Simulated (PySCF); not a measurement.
CH6F2Si3.

```xyz
12

F     -1.0399    -0.9249    -1.8305
Si     0.3215    -0.1184    -1.4317
C      1.1847    -1.0015     0.0000
Si     0.3215    -0.1184     1.4317
F     -1.0399    -0.9249     1.8305
Si    -0.1757     1.6898     0.0000
H      1.1232     0.0265    -2.6820
H      2.2484    -0.6944     0.0000
H      1.1516    -2.1030     0.0000
H      1.1232     0.0265     2.6820
H     -1.5095     2.3560     0.0000
H      0.9288     2.7025     0.0000
```
Charge 0, spin multiplicity 1.

Geometry optimised at PBE0-D3(BJ)/def2-SVP. The structure was generated by enumeration; whether it is a known compound was not checked.

These are HF/pcSseg-1 in PySCF values and carry that method's errors. Non-relativistic, no solvent.

Computed absolute GIAO shielding of each atom: isotropic value and principal components (ppm):
```csv
atom,σ(iso),σ11,σ22,σ33,span
F1,415.5,396.5,403.3,446.7,50.2
Si2,367.0,323.1,367.1,410.9,87.8
C3,179.7,173.3,178.1,187.5,14.2
Si4,367.0,323.1,367.1,410.9,87.8
F5,415.5,396.5,403.3,446.7,50.2
Si6,471.3,431.2,484.5,498.2,67.0
H7,26.2,23.2,24.1,31.3,8.1
H8,32.1,28.6,28.8,38.8,10.3
H9,30.6,26.1,26.9,38.8,12.7
H10,26.2,23.2,24.1,31.3,8.1
H11,27.9,24.7,24.9,34.1,9.3
H12,28.4,25.6,26.3,33.3,7.7
```
